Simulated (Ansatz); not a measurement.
`[AlH2][C@@H]1[SiH2][C@H]1[SiH3]` + `C=C[SiH](C)O` → `C=C[SiH](C)O[SiH3]` + `[AlH2][CH]1C[SiH2]1`  (ligand exchange at the Si–C bond)

Calculated with Ansatz (gas phase, PBE0-D4/def2-TZVP geometries, no zero-point term in ΔE). CBS: MP2 limit from def2 TZ/QZ plus the TZ coupled-cluster correction, frozen cores. DFT in def2-TZVPP. B3LYP here is the variant with VWN-RPA as its local correlation; programs differ in this. One conformer a species, not always the lowest.

`[AlH2][C@@H]1[SiH2][C@H]1[SiH3]`:

```xyz
14

Al    0.968   -2.270    0.758
C    -0.143   -0.838    0.136
Si    0.656   -0.030   -1.356
C     0.165    0.673    0.273
Si   -1.261    1.850    0.378
H     0.463   -3.767    0.611
H     2.415   -1.919    1.313
H    -1.188   -1.077   -0.065
H     2.091   -0.277   -1.615
H    -0.159    0.234   -2.557
H     0.999    0.911    0.934
H    -2.240    1.507   -0.691
H    -1.962    1.751    1.689
H    -0.805    3.253    0.193
```

`C=C[SiH](C)O`:

Cartesian coordinates in Å:
```
C 1.644 0.381 -1.502
C 0.344 0.342 -1.220
Si -0.329 0.508 0.508
C -1.564 -0.853 0.830
O 0.905 0.503 1.607
H 2.026 0.273 -2.513
H 2.387 0.534 -0.723
H -0.353 0.197 -2.046
H -0.983 1.831 0.683
H -2.391 -0.795 0.116
H -1.982 -0.771 1.836
H -1.106 -1.840 0.726
H 1.404 -0.309 1.699
```

`C=C[SiH](C)O[SiH3]`:

Cartesian coordinates in Å:
```
C -0.378 -0.226 -2.291
C -1.178 -0.426 -1.247
Si -0.636 -0.204 0.515
C -1.592 1.150 1.356
O 0.960 0.180 0.538
Si 2.473 -0.430 0.551
H 0.656 0.082 -2.165
H -0.715 -0.359 -3.316
H -2.205 -0.735 -1.442
H -0.831 -1.488 1.249
H -1.433 2.104 0.849
H -2.663 0.931 1.340
H -1.284 1.255 2.399
H 2.459 -1.859 0.962
H 3.070 -0.324 -0.806
H 3.299 0.350 1.507
```

`[AlH2][CH]1C[SiH2]1`:

Cartesian coordinates in Å:
```
Al -0.308 1.118 -1.493
C -0.734 0.084 0.057
C -0.278 -1.341 0.387
Si 0.868 -0.063 1.049
H 0.695 0.524 -2.573
H -0.878 2.595 -1.603
H -1.538 0.463 0.687
H 0.056 -1.954 -0.445
H -0.893 -1.889 1.094
H 0.856 0.288 2.483
H 2.154 0.176 0.357
```

```json
{"level": "PBE-D4", "ΔE (kJ/mol)": "-82.2", "difference from CCSD(T)/CBS": "11.0"}
{"level": "PBE0-D4", "ΔE (kJ/mol)": "-87.0", "difference from CCSD(T)/CBS": "6.2"}
{"level": "B3LYP-D4", "ΔE (kJ/mol)": "-98.4", "difference from CCSD(T)/CBS": "-5.2"}
{"level": "PBE", "ΔE (kJ/mol)": "-83.3", "difference from CCSD(T)/CBS": "9.9"}
{"level": "HF/def2-TZVPP", "ΔE (kJ/mol)": "-116.5", "difference from CCSD(T)/CBS": "-23.3"}
{"level": "MP2/def2-TZVPP", "ΔE (kJ/mol)": "-91.6", "difference from CCSD(T)/CBS": "1.6"}
{"level": "SCS-MP2/def2-TZVPP", "ΔE (kJ/mol)": "-97.3", "difference from CCSD(T)/CBS": "-4.1"}
{"level": "CCSD(T)/def2-TZVPP", "ΔE (kJ/mol)": "-93.4", "difference from CCSD(T)/CBS": "-0.2"}
{"level": "HF/CBS(def2)", "ΔE (kJ/mol)": "-118.8", "difference from CCSD(T)/CBS": "-25.6"}
{"level": "CCSD/CBS(def2)", "ΔE (kJ/mol)": "-96.9", "difference from CCSD(T)/CBS": "-3.7"}
{"level": "CCSD(T)/CBS", "ΔE (kJ/mol)": "-93.2", "difference from CCSD(T)/CBS": "0"}
```

Largest T1 diagnostic among the species: 0.012.

In def2-TZVPP, CCSD(T) changes the Hartree–Fock value by +23.1 kJ/mol (the triples alone add +3.7 kJ/mol) and MP2 by +24.9 kJ/mol. From PBE to PBE0 (25 % exact exchange), in def2-TZVPP and without D4, ΔE moves by −4.5 kJ/mol.
